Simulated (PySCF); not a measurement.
## Partial charges of `C[Si@@H](Cl)CC#N`

C3H6ClNSi.
Geometry (GFN2-xTB, Å), atoms numbered from 1 in this order:
```
atom  x, y, z in Å
C1    -1.6748    0.2722    0.1860
Si2   -0.2464   -0.8015   -0.4455
Cl3   -0.4860   -1.1980   -2.4187
C4     1.3975    0.1874   -0.2854
C5     1.6390    0.5669    1.0708
N6     1.8074    0.8640    2.1627
H7    -2.6249   -0.2505    0.1205
H8    -1.5202    0.5516    1.2243
H9    -1.7685    1.1899   -0.3911
H10   -0.1201   -2.0657    0.2782
H11    2.2412   -0.4109   -0.6340
H12    1.3570    1.0940   -0.8938
```

Density: PBE0/pcSseg-1 (PySCF); schemes: Mulliken, IAO, Hirshfeld and ESP-fitted. Isolated species at its GFN2-xTB geometry (one conformer only).

Q: Give the atomic charges in each scheme.

A: In e:

```csv
atom,environment,Mulliken,IAO,Hirshfeld,ESP-fitted
C1,Si-methyl carbon,-0.627,-0.730,-0.209,-0.564
Si2,chlorine-bound silicon,+0.840,+0.974,+0.399,+0.617
Cl3,silicon-bound chlorine,-0.318,-0.310,-0.118,-0.219
C4,sp3 carbon bound to silicon,-0.510,-0.592,-0.135,-0.588
C5,nitrile carbon,+0.029,+0.140,+0.078,+0.488
N6,nitrile nitrogen,-0.247,-0.262,-0.237,-0.511
H7,methyl hydrogen,+0.156,+0.169,+0.051,+0.148
H8,methyl hydrogen,+0.165,+0.175,+0.052,+0.169
H9,methyl hydrogen,+0.154,+0.165,+0.049,+0.154
H10,Si–H hydrogen,-0.037,-0.118,-0.067,-0.090
H11,methylene hydrogen,+0.197,+0.195,+0.069,+0.192
H12,methylene hydrogen,+0.197,+0.193,+0.069,+0.205
```

Mean size of the charges over all atoms: IAO 0.335 e, ESP-fitted 0.329 e, Mulliken 0.290 e, Hirshfeld 0.128 e. Each set sums to the total charge, 0, to within 0.001 e. The Hirshfeld scheme weights the molecular density at each point by an atom's share of the summed free-atom densities. The IAO scheme projects the occupied orbitals on a minimal set of polarised atomic orbitals and counts the electrons in each atom's part of it.

Lowest charge. The schemes don't all agree: Mulliken C1 (-0.627); IAO C1 (-0.730); Hirshfeld N6 (-0.237); ESP-fitted C4 (-0.588).

Highest charge. All schemes agree: Mulliken Si2 (+0.840); IAO Si2 (+0.974); Hirshfeld Si2 (+0.399); ESP-fitted Si2 (+0.617).

Q: Sum the charges by element, for elements with more than one atom.

A: 
```
element  atoms  Mulliken     IAO  Hirshfeld  ESP-fitted
      C      3    -1.108  -1.181     -0.267      -0.664
      H      6    +0.832  +0.779     +0.223      +0.778
```

Q: How closely do the schemes follow one another over all atoms?

A: Correlation coefficient and root-mean-square difference: Mulliken with IAO 0.99, 0.068 e; IAO with Hirshfeld 0.95, 0.278 e; Mulliken with Hirshfeld 0.94, 0.227 e; IAO with ESP-fitted 0.92, 0.170 e; Hirshfeld with ESP-fitted 0.92, 0.241 e; Mulliken with ESP-fitted 0.90, 0.172 e.

These values come from a run that also computed NMR shieldings. Time: 18 s wall; peak memory 0.70 GiB. Hardware: an Arm Neoverse V1 with one thread, shared host.
